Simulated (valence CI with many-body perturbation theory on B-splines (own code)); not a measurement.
# Ca5+: configurations and terms from energies and g

Calculated by relativistic CI+MBPT: five valence electrons over a frozen Dirac-Fock core [Ne], radial functions for each j: 9 s, 9 p, 8 d, 6 f, 3 g, 1 h, with the one-electron correlation potential Σ1 (screened to all orders), the two-electron term Σ2, the three-electron term Σ3, Breit, model QED; selected single and double excitations, second order for the rest, scaled by the run's own slope (own B-spline code, finite nucleus).

No measured levels were compared; by estimate levels hold to about 100 cm⁻¹ or 0.05 % of their energy and the worst to 300 or 400 cm⁻¹, as in measured light ions of charge 2 to 7. Among the levels kept, up to 910 cm⁻¹ of a level comes from second order outside the variational space, and about a tenth of that is noise between levels of different J, which matters for small intervals.

| No. | J | Parity | E (eV) | g |
| --- | --- | --- | --- | --- |
| 1 | 3/2 | odd | 0.000 | 2.000 |
| 2 | 3/2 | odd | 3.353 | 0.812 |
| 3 | 5/2 | odd | 3.404 | 1.200 |
| 4 | 1/2 | odd | 5.565 | 0.665 |
| 5 | 3/2 | odd | 5.634 | 1.323 |
| 6 | 5/2 | even | 19.307 | 1.600 |
| 7 | 3/2 | even | 19.552 | 1.734 |
| 8 | 1/2 | even | 19.684 | 2.669 |
| 9 | 3/2 | even | 23.970 | 0.801 |
| 10 | 5/2 | even | 23.994 | 1.201 |
| 13 | 1/2 | even | 29.022 | 1.963 |
| 14 | 3/2 | even | 30.431 | 0.404 |
| 15 | 5/2 | even | 30.522 | 1.032 |
| 16 | 7/2 | even | 30.654 | 1.240 |

Energies count from the lowest level. Strongly mixed levels and levels close to another of their J and parity are left out, so the numbers can have gaps.

Q: Give configuration and LS term of each level.

A: 1: 3s2 3p3 4S°; 2: 3s2 3p3 2D°; 3: 3s2 3p3 2D°; 4: 3s2 3p3 2P°; 5: 3s2 3p3 2P°; 6: 3s 3p4 4P; 7: 3s 3p4 4P; 8: 3s 3p4 4P; 9: 3s 3p4 2D; 10: 3s 3p4 2D; 13: 3s 3p4 2S; 14: 3s2 3p2 3d 4F; 15: 3s2 3p2 3d 4F; 16: 3s2 3p2 3d 4F.
